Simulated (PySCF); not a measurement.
HO2Si, SMILES O=[Si]=[OH+], charge +1. The structure is a stationary point at B3LYP-D3(BJ)/def2-TZVP. The isomer is the one that the SMILES or the coordinates give; other isomers of the formula were not compared.

Computed equilibrium geometry at B3LYP-D3(BJ)/def2-TZVP (PySCF confirms it by a frequency run) as a Z-matrix, and its point group:
point group Cs.
```
Si
O 1 1.4941
O 1 1.5373 2 174.81
H 3 0.9721 1 141.07 2 180.00
```
Charge +1, spin multiplicity 1.
